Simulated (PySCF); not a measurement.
A structure optimised at B3LYP-D3(BJ)/def2-SVP, used in a PySCF frequency run:

```xyz
6

Te     0.5169     0.0658    -0.1418
N      0.3860    -1.7460     0.7946
H      0.9166    -1.7919     1.6622
H      0.6083    -2.5319     0.1871
S     -1.8315     0.7378    -0.0743
H     -1.8032     1.3196     1.1494
```

Task: Write its SMILES and formula.

Result: N[Te]S, H3NSTe

Task: What are its rotational constants (standard atomic weights)?

Result: 8.6576, 2.8122, 2.1809 GHz
